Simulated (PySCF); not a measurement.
OPb (SMILES [O]=[Pb]), singlet, geometry from GFN2-xTB (such geometries of metal compounds can be far from the true shape) (core potentials on Pb). Base run: R2SCAN/def2-SVP in PySCF.

PySCF was given this input:
```python
from pyscf import gto, scf, dft

mol = gto.Mole()
mol.atom = '''
    Pb   -0.000000   -0.000000   -0.170633
    O     0.000000    0.000000    1.748993
'''
mol.basis = 'def2-svp'
mol.ecp = {'Pb': 'def2-svp'}
mol.charge = 0
mol.spin = 0
mol.verbose = 4
mol.build()

mf = dft.RKS(mol)
mf.xc = 'r2scan'
mf.kernel()
```

The base run was repeated with changes; each row names its change, and settings that it needs were set with it.

```csv
change,ΔE vs base (mEh),fitting functions,dipole (D),outcome
base,0.000,-,4.08,converged
auxbasis = cc-pvqz-jkfit,-,-,-,input refused
auxbasis = even-tempered beta=3.0,[?],[?],[?],converged
auxbasis = def2-tzvp-ri,-,-,-,input refused
auxbasis = even-tempered beta=2.0,-0.122,315,4.08,converged
auxbasis = even-tempered beta=1.6,-0.003,457,4.08,converged
auxbasis = default (with mf = mf.density_fit()),-0.122,107,4.08,converged
auxbasis = cc-pvdz-jkfit,-,-,-,input refused
auxbasis = def2-universal-jfit,-0.122,107,4.08,converged
auxbasis = cc-pvtz-jkfit,-,-,-,input refused
```

Question: Some entries are withheld; supply them.

Answer: 
- auxbasis = even-tempered beta=3.0, ΔE vs base (mEh): -27.830
- auxbasis = even-tempered beta=3.0, fitting functions: 210
- auxbasis = even-tempered beta=3.0, dipole (D): 4.03

A fitting set is made for a task (jfit for Coulomb, jkfit for Coulomb and exchange, ri for correlation) and for a family of orbital bases.

- auxbasis = cc-pvqz-jkfit: ended with `pyscf.lib.exceptions.BasisNotFoundError: Basis set not found for Pb in cc-pvqz-jkfit`
- auxbasis = def2-tzvp-ri: ended with `pyscf.lib.exceptions.BasisNotFoundError: Basis set not found for Pb in def2-tzvp-ri`
- auxbasis = cc-pvdz-jkfit: ended with `pyscf.lib.exceptions.BasisNotFoundError: Basis set not found for Pb in cc-pvdz-jkfit`
